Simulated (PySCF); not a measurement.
C₅H₅FSi, SMILES C#C[Si](C)(F)C#C. Atoms are numbered in the order given.

```xyz
12

C     -0.2102    -1.4011     2.4913
C     -0.0807    -0.7200     1.4948
Si     0.0788     0.3297     0.0000
C     -1.1581     1.7079     0.0000
F      1.5810     0.9594     0.0000
C     -0.0807    -0.7200    -1.4948
C     -0.2102    -1.4011    -2.4913
H     -0.3211    -2.0085     3.3744
H     -1.0349     2.3371     0.8952
H     -1.0349     2.3371    -0.8952
H     -2.1807     1.2985     0.0000
H     -0.3211    -2.0085    -3.3744
```

The structure is a stationary point at ωB97X-D3(BJ)/def2-SVP.

Two levels are set side by side: PBE/pcSseg-1 (PySCF) and HF/pcSseg-1 (PySCF). GIAO shifts against CFCl3 (¹⁹F), TMS (²⁹Si), TMS (¹H), TMS (¹³C) at the same level; non-relativistic, no solvent, atoms listed together averaged. Differences are taken from unrounded values.

| quantity | HF |
|---|---|
| δ(¹³C) of C1, C7 (ppm) | 109.3 |
| δ(¹³C) of C2, C6 (ppm) | 85.9 |
| δ(²⁹Si) of Si3 (ppm) | -30.5 |
| δ(¹³C) of C4 (ppm) | 3.2 |
| δ(¹⁹F) of F5 (ppm) | -133.9 |
| δ(¹H) of H8, H12 (ppm) | 3.17 |

Task: What does PBE give, and how far is it from HF? (Estimate from the structure and the level; the computed values follow.)

Result: 
| quantity | PBE | PBE minus HF |
|---|---|---|
| δ(¹³C) of C1, C7 (ppm) | 100.0 | -9.4 |
| δ(¹³C) of C2, C6 (ppm) | 87.1 | 1.2 |
| δ(²⁹Si) of Si3 (ppm) | -29.8 | 0.8 |
| δ(¹³C) of C4 (ppm) | 4.6 | 1.4 |
| δ(¹⁹F) of F5 (ppm) | -191.3 | -57.4 |
| δ(¹H) of H8, H12 (ppm) | 2.58 | -0.60 |

Rough cost on one machine, each run with all the roots and properties that it gave: HF against PBE within a factor of 2.
